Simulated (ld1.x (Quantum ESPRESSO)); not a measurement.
## Pseudopotential generation for Fe: RRKJ, LDA (PZ), scalar-relativistic.

Input for ld1.x (Quantum ESPRESSO) 7.5:

```
&input
   title='Fe', zed=26., rel=1, dft='PZ', iswitch=3,
   config='[Ar] 3d6 4s1.5 4p0',
   nld=3, rlderiv=1.30, eminld=-9.0, emaxld=5.0, deld=0.04
 /
 &inputp
   pseudotype=2, tm=.false., rho0=0.001, lloc=0,
   nlcc=.false.,
   file_pseudopw='Fe.UPF', file_wfcaegen='ae.wfc', file_wfcncgen='nc.wfc', file_beta='beta', file_chi='chi'
 /
3
3P  2  1   6.00   0.00  0.95  0.95  0.0
3D  3  2   6.00   0.00  1.20  1.20  0.0
3S  1  0   2.00   0.00  0.90  0.90  0.0
 &test
   configts(1)='3s2 3p6 3d6 4s1.5 4p0'
 /
```

Command:

```bash
ld1.x < Fe.in > Fe.out
```

The program printed (shortened: banner, matrices, multipoles, cross overlaps and the repeated all-electron block are left out):

```
Program LD1 v.7.5
     --------------------------- All-electron run ----------------------------

     Fe
     scalar relativistic calculation

     atomic number is 26.00
     dft =PZ   lsd =0 sic =0 latt =0  beta=0.20 tr2=1.0E-14
     Exchange-correlation= PZ
                           (   1   1   0   0   0   0   0)
     mesh =1191 r(mesh) = 101.18024 a.u. xmin = -7.00 dx = 0.01250
     1 Ry =  13.60569312 eV, c = 137.03599908

     n l     nl                  e(Ry)          e(Ha)          e(eV)
     1 0     1S 1( 2.00)      -513.5659      -256.7830     -6987.4203
     2 0     2S 1( 2.00)       -60.4124       -30.2062      -821.9520
     2 1     2P 1( 6.00)       -51.6004       -25.8002      -702.0593
     3 0     3S 1( 2.00)        -7.1750        -3.5875       -97.6211
     3 1     3P 1( 6.00)        -4.7070        -2.3535       -64.0414
     3 2     3D 1( 6.00)        -0.8693        -0.4347       -11.8278
     4 0     4S 1( 1.50)        -0.6572        -0.3286        -8.9421
     4 1     4P 1( 0.00)        -0.3190        -0.1595        -4.3406

     final scf error:  6.4E-15 reached in  28 iterations

     Etot =   -2540.106154 Ry,   -1270.053077 Ha,  -34559.904831 eV

     Ekin =    2569.314817 Ry,    1284.657408 Ha,   34957.308932 eV
     Encl =   -6071.311060 Ry,   -3035.655530 Ha,  -82604.395143 eV
     Eh   =    1068.168557 Ry,     534.084278 Ha,   14533.173590 eV
     Exc  =    -106.278467 Ry,     -53.139234 Ha,   -1445.992209 eV

     normalization and overlap integrals

     s(1S/1S) =  1.000000  <r> =   0.0586  <r2> =    0.0046  r(max) =   0.0385
     s(2S/2S) =  1.000000  <r> =   0.2675  <r2> =    0.0845  r(max) =   0.2241
     s(2P/2P) =  1.000000  <r> =   0.2358  <r2> =    0.0684  r(max) =   0.1790
     s(3S/3S) =  1.000000  <r> =   0.8124  <r2> =    0.7628  r(max) =   0.6990
     s(3P/3P) =  1.000000  <r> =   0.8589  <r2> =    0.8718  r(max) =   0.7167
     s(3D/3D) =  1.000000  <r> =   1.1271  <r2> =    1.7011  r(max) =   0.7078
     s(4S/4S) =  1.000000  <r> =   2.8104  <r2> =    9.0979  r(max) =   2.3208
     s(4P/4P) =  1.000000  <r> =   3.7134  <r2> =   16.0890  r(max) =   3.0174

     ------------------------ End of All-electron run ------------------------

     --------------------- Generating NC pseudopotential ---------------------

      Generating local pot.: lloc=0, matching radius rcloc =   0.9000

      Wfc   3P  rcut= 0.944  Estimated cut-off energy=      199.43 Ry
      This function has    0 nodes for 0 < r <    0.944

      Wfc   3D  rcut= 1.212  Estimated cut-off energy=      158.75 Ry
      This function has    0 nodes for 0 < r <    1.212

     ------------------- End of pseudopotential generation -------------------

     Computing logarithmic derivative in   1.29780
     Computing logarithmic derivative in   1.29780
     Computing the partial wave expansion
       no projector for channel:   0
     R is outside the sphere for l=    1 j= 0.00
     R is outside the sphere for l=    2 j= 0.00

     ---------------------- Testing the pseudopotential ----------------------

     Fe
     scalar relativistic calculation

     atomic number is 26.00   valence charge is 16.00
     dft =PZ   lsd =0 sic =0 latt =0  beta=0.20 tr2=1.0E-14
     mesh =1191 r(mesh) = 101.18024 xmin = -7.00 dx = 0.01250

     n l     nl             e AE (Ry)        e PS (Ry)    De AE-PS (Ry)
     1 0     3S   1( 2.00)       -7.17502       -7.17514        0.00013
     2 1     3P   1( 6.00)       -4.70696       -4.70701        0.00005
     3 2     3D   1( 6.00)       -0.86933       -0.86933        0.00000
     2 0     4S   1( 1.50)       -0.65723       -0.66463        0.00740  !
     3 1     4P   1( 0.00)       -0.31903       -0.31986        0.00083

     eps = 7.6E-15  iter = 13

     Etot =   -2540.106154 Ry,   -1270.053077 Ha,  -34559.904831 eV
     Etotps =  -244.614309 Ry,    -122.307154 Ha,   -3328.147217 eV

     Ekin =     125.159079 Ry,      62.579539 Ha,    1702.876015 eV
     Encl =    -510.922316 Ry,    -255.461158 Ha,   -6951.452235 eV
     Ehrt =     203.661489 Ry,     101.830745 Ha,    2770.955724 eV
     Ecxc =     -24.911616 Ry,     -12.455808 Ha,    -338.939799 eV
     Epseu=     -37.600945 Ry,     -18.800473 Ha,    -511.586921 eV

     ---------------------- End of pseudopotential test ----------------------
```

Generation and configuration tests took about 1.8 s on one core of a shared server CPU.

Transferability test of the new file with ld1.x, input:

```
&input
   title='Fe', zed=26., rel=1, dft='PZ', iswitch=2,
   config='[Ar] 3d6 4s1.5 4p0'
 /
 &test
   file_pseudo='Fe.UPF', nconf=10,
   configts(1)='3s2 3p6 3d6 4s1.5 4p0',
   configts(2)='3s2 3p6 3d6 4s2 4p0',
   configts(3)='3s2 3p6 3d6 4s1 4p0',
   configts(4)='3s2 3p6 3d6 4s0 4p0',
   configts(5)='3s2 3p6 3d5 4s2 4p1',
   configts(6)='3s2 3p6 3d7 4s1 4p0',
   configts(7)='3s1 3p6 3d6 4s2 4p0',
   configts(8)='3s2 3p5 3d6 4s2 4p0',
   configts(9)='3s2 3p6 3d6 4s1.5 4p0', lsdts(9)=1,
   configts(10)='3s2 3p6 3d6 4s2 4p0', lsdts(10)=1
 /
```

```bash
ld1.x < Fe.test.in > Fe.test.out
```

Pseudopotential blocks of its output, shortened (energy terms left out):

```
     ---------------------- Testing the pseudopotential ----------------------

     n l     nl             e AE (Ry)        e PS (Ry)    De AE-PS (Ry)
     1 0     3S   1( 2.00)       -7.17502       -7.17514        0.00013
     2 1     3P   1( 6.00)       -4.70696       -4.70701        0.00005
     3 2     3D   1( 6.00)       -0.86933       -0.86933        0.00000
     2 0     4S   1( 1.50)       -0.65723       -0.66463        0.00740  !
     3 1     4P   1( 0.00)       -0.31903       -0.31986        0.00083

     eps = 8.6E-15  iter = 20

     Etot =   -2540.106154 Ry,   -1270.053077 Ha,  -34559.904831 eV
     Etotps =  -244.614307 Ry,    -122.307153 Ha,   -3328.147190 eV

     ---------------------- End of pseudopotential test ----------------------

          ---------------------- Testing the pseudopotential ----------------------

     n l     nl             e AE (Ry)        e PS (Ry)    De AE-PS (Ry)
     1 0     3S   1( 2.00)       -6.87296       -6.87110       -0.00186
     2 1     3P   1( 6.00)       -4.40452       -4.40262       -0.00190
     3 2     3D   1( 6.00)       -0.56965       -0.56755       -0.00209
     2 0     4S   1( 2.00)       -0.40342       -0.40895        0.00553  !
     3 1     4P   1( 0.00)       -0.10550       -0.10552        0.00002

     eps = 9.0E-15  iter = 24

     Etot =   -2540.370445 Ry,   -1270.185223 Ha,  -34563.500698 eV
     Etotps =  -244.881854 Ry,    -122.440927 Ha,   -3331.787361 eV
     dEtot_ae =      -0.264291 Ry
     dEtot_ps =      -0.267548 Ry,   Delta E=       0.003256 Ry

     ---------------------- End of pseudopotential test ----------------------

          ---------------------- Testing the pseudopotential ----------------------

     n l     nl             e AE (Ry)        e PS (Ry)    De AE-PS (Ry)
     1 0     3S   1( 2.00)       -7.50543       -7.50784        0.00240
     2 1     3P   1( 6.00)       -5.03768       -5.03994        0.00226
     3 2     3D   1( 6.00)       -1.19594       -1.19830        0.00237
     2 0     4S   1( 1.00)       -0.92859       -0.93800        0.00942  !
     3 1     4P   1( 0.00)       -0.55469       -0.55650        0.00181

     eps = 1.1E-15  iter = 25

     Etot =   -2539.710356 Ry,   -1269.855178 Ha,  -34554.519721 eV
     Etotps =  -244.214278 Ry,    -122.107139 Ha,   -3322.704523 eV
     dEtot_ae =       0.395798 Ry
     dEtot_ps =       0.400029 Ry,   Delta E=      -0.004230 Ry

     ---------------------- End of pseudopotential test ----------------------

          ---------------------- Testing the pseudopotential ----------------------

     n l     nl             e AE (Ry)        e PS (Ry)    De AE-PS (Ry)
     1 0     3S   1( 2.00)       -8.23548       -8.24373        0.00825  !
     2 1     3P   1( 6.00)       -5.76799       -5.77588        0.00788  !
     3 2     3D   1( 6.00)       -1.91334       -1.92165        0.00831  !
     2 0     4S   1( 0.00)       -1.49677       -1.51127        0.01450  !
     3 1     4P   1( 0.00)       -1.05270       -1.05734        0.00464

     eps = 3.9E-15  iter = 16

     Etot =   -2538.498203 Ry,   -1269.249101 Ha,  -34538.027538 eV
     Etotps =  -242.990250 Ry,    -121.495125 Ha,   -3306.050769 eV
     dEtot_ae =       1.607951 Ry
     dEtot_ps =       1.624057 Ry,   Delta E=      -0.016106 Ry

     ---------------------- End of pseudopotential test ----------------------

          ---------------------- Testing the pseudopotential ----------------------

     n l     nl             e AE (Ry)        e PS (Ry)    De AE-PS (Ry)
     1 0     3S   1( 2.00)       -7.42974       -7.42649       -0.00325
     2 1     3P   1( 6.00)       -4.94732       -4.94428       -0.00304
     3 2     3D   1( 5.00)       -1.05394       -1.04664       -0.00731  !
     2 0     4S   1( 2.00)       -0.56301       -0.57136        0.00835  !
     3 1     4P   1( 1.00)       -0.20197       -0.20245        0.00048

     eps = 3.1E-15  iter = 21

     Etot =   -2539.719125 Ry,   -1269.859562 Ha,  -34554.639027 eV
     Etotps =  -244.235045 Ry,    -122.117522 Ha,   -3322.987071 eV
     dEtot_ae =       0.387029 Ry
     dEtot_ps =       0.379262 Ry,   Delta E=       0.007768 Ry

     ---------------------- End of pseudopotential test ----------------------

          ---------------------- Testing the pseudopotential ----------------------

     n l     nl             e AE (Ry)        e PS (Ry)    De AE-PS (Ry)
     1 0     3S   1( 2.00)       -6.54119       -6.54106       -0.00013
     2 1     3P   1( 6.00)       -4.08239       -4.08204       -0.00035
     3 2     3D   1( 7.00)       -0.29864       -0.29998        0.00134
     2 0     4S   1( 1.00)       -0.32898       -0.33423        0.00525  !
     3 1     4P   1( 0.00)       -0.07088       -0.07151        0.00063

     eps = 3.4E-15  iter = 19

     Etot =   -2540.431354 Ry,   -1270.215677 Ha,  -34564.329409 eV
     Etotps =  -244.937253 Ry,    -122.468627 Ha,   -3332.541102 eV
     dEtot_ae =      -0.325201 Ry
     dEtot_ps =      -0.322947 Ry,   Delta E=      -0.002254 Ry

     ---------------------- End of pseudopotential test ----------------------

          ---------------------- Testing the pseudopotential ----------------------

     n l     nl             e AE (Ry)        e PS (Ry)    De AE-PS (Ry)
     1 0     3S   1( 1.00)       -8.07938       -8.08242        0.00305
     2 1     3P   1( 6.00)       -5.59373       -5.59493        0.00121
     3 2     3D   1( 6.00)       -1.67870       -1.67749       -0.00120
     2 0     4S   1( 2.00)       -1.06045       -1.07081        0.01036  !
     3 1     4P   1( 0.00)       -0.64288       -0.64352        0.00064

     eps = 1.6E-15  iter = 20

     Etot =   -2532.918119 Ry,   -1266.459060 Ha,  -34462.106634 eV
     Etotps =  -237.427806 Ry,    -118.713903 Ha,   -3230.369868 eV
     dEtot_ae =       7.188035 Ry
     dEtot_ps =       7.186501 Ry,   Delta E=       0.001534 Ry

     ---------------------- End of pseudopotential test ----------------------

          ---------------------- Testing the pseudopotential ----------------------

     n l     nl             e AE (Ry)        e PS (Ry)    De AE-PS (Ry)
     1 0     3S   1( 2.00)       -8.06059       -8.06165        0.00106
     2 1     3P   1( 5.00)       -5.57656       -5.57520       -0.00136
     3 2     3D   1( 6.00)       -1.66297       -1.66175       -0.00122
     2 0     4S   1( 2.00)       -1.05997       -1.07016        0.01019  !
     3 1     4P   1( 0.00)       -0.64284       -0.64338        0.00054

     eps = 6.2E-15  iter = 22

     Etot =   -2535.403070 Ry,   -1267.701535 Ha,  -34495.916118 eV
     Etotps =  -239.914793 Ry,    -119.957397 Ha,   -3264.207050 eV
     dEtot_ae =       4.703084 Ry
     dEtot_ps =       4.699514 Ry,   Delta E=       0.003570 Ry

     ---------------------- End of pseudopotential test ----------------------

          ---------------------- Testing the pseudopotential ----------------------

     n l     nl             e AE (Ry)        e PS (Ry)    De AE-PS (Ry)
     1 0     3S   1( 1.00)       -7.27809       -7.29287        0.01478  !
     2 1     3P   1( 3.00)       -4.80785       -4.82223        0.01438  !
     3 2     3D   1( 5.00)       -0.96208       -0.97022        0.00814  !
     2 0     4S   1( 1.00)       -0.69111       -0.69898        0.00787  !
     3 1     4P   1( 0.00)       -0.33940       -0.34039        0.00100
     1 0     3S   2( 1.00)       -6.98183       -6.95185       -0.02998  !
     2 1     3P   2( 3.00)       -4.51878       -4.49003       -0.02875  !
     3 2     3D   2( 1.00)       -0.70292       -0.68566       -0.01726  !
     2 0     4S   2( 0.50)       -0.60307       -0.60859        0.00552  !
     3 1     4P   2( 0.00)       -0.28832       -0.28863        0.00031

     eps = 8.2E-15  iter = 23

     Etot =   -2540.375919 Ry,   -1270.187959 Ha,  -34563.575167 eV
     Etotps =  -244.910102 Ry,    -122.455051 Ha,   -3332.171684 eV
     dEtot_ae =      -0.269765 Ry
     dEtot_ps =      -0.295795 Ry,   Delta E=       0.026030 Ry

     ---------------------- End of pseudopotential test ----------------------

          ---------------------- Testing the pseudopotential ----------------------

     n l     nl             e AE (Ry)        e PS (Ry)    De AE-PS (Ry)
     1 0     3S   1( 1.00)       -6.97799       -6.99125        0.01326  !
     2 1     3P   1( 3.00)       -4.50726       -4.52016        0.01290  !
     3 2     3D   1( 5.00)       -0.66212       -0.66864        0.00652  !
     2 0     4S   1( 1.00)       -0.42649       -0.43273        0.00624  !
     3 1     4P   1( 0.00)       -0.11516       -0.11544        0.00028
     1 0     3S   2( 1.00)       -6.68435       -6.65324       -0.03111  !
     2 1     3P   2( 3.00)       -4.22152       -4.19165       -0.02988  !
     3 2     3D   2( 1.00)       -0.41365       -0.39542       -0.01823  !
     2 0     4S   2( 1.00)       -0.37314       -0.37723        0.00408
     3 1     4P   2( 0.00)       -0.09551       -0.09537       -0.00014

     eps = 3.4E-15  iter = 21

     Etot =   -2540.619508 Ry,   -1270.309754 Ha,  -34566.889373 eV
     Etotps =  -245.156107 Ry,    -122.578054 Ha,   -3335.518761 eV
     dEtot_ae =      -0.513354 Ry
     dEtot_ps =      -0.541800 Ry,   Delta E=       0.028446 Ry

     ---------------------- End of pseudopotential test ----------------------
```
